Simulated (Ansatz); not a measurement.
GeH₄N₂, SMILES `[NH2][Ge][NH2]` at its PBE0-D4/def2-TZVP geometry, where that method's forces vanish. Charge 0, multiplicity 1.

```tsv
atom	x (Å)	y (Å)	z (Å)
N1	-1.0547	0.7750	-0.4105
Ge2	0.7460	0.6842	-0.7060
N3	1.0876	-0.7439	0.3813
H4	-1.6176	1.4740	-0.8651
H5	-1.6009	0.1739	0.1868
H6	0.4188	-1.2560	0.9354
H7	2.0207	-1.1071	0.4782
```

(1) For each bond, give half the difference of the two atoms' forces along it (eV/Å; positive pushes the atoms apart) under PBE-D4, r2SCAN-D4, B3LYP-D4, ωB97M-V in def2-TZVPP. (Estimate.)

Answers

(1) Computed: 
| bond | length (Å) | PBE-D4 | r2SCAN-D4 | B3LYP-D4 | ωB97M-V |
| --- | --- | --- | --- | --- | --- |
| N1–Ge2 | 1.827 | 0.25 | 0.04 | 0.26 | 0.04 |
| N1–H4 | 1.006 | 0.16 | 0.01 | -0.07 | -0.02 |
| N1–H5 | 1.008 | 0.16 | 0.02 | -0.06 | -0.04 |
| Ge2–N3 | 1.827 | 0.25 | 0.04 | 0.26 | 0.04 |
| N3–H6 | 1.008 | 0.16 | 0.02 | -0.06 | -0.04 |
| N3–H7 | 1.006 | 0.16 | 0.01 | -0.07 | -0.02 |

B3LYP here is the variant with VWN-RPA as its local correlation; programs differ in this.
